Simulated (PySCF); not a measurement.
Li(OH) (HLiO), SMILES [Li][OH]. The structure is a stationary point at PBE-D3(BJ)/def2-TZVPD. The isomer is the one that the SMILES or the coordinates give; other isomers of the formula were not compared.

Level of theory: PBE-D3(BJ)/def2-TZVPD (PySCF).

Harmonic wavenumbers (cm⁻¹): 276, 276, 935, 3889. Rotational constants (GHz): 35.52 (linear); symmetry number 1.

Q: Work out the zero-point energy and the ideal-gas rigid-rotor harmonic-oscillator thermochemistry at 298.15 K and 1 atm.

A: ZPE = ½ Σ hcν = ½ × 5376 cm⁻¹ = 7.68 kcal/mol. H − E(el) = 10.35 kcal/mol. Entropy in cal/(mol K): translation 35.46, rotation 12.25, vibration 3.24, total 50.95. G − E(el) = -4.84 kcal/mol. Cp = 10.85 cal/(mol K).
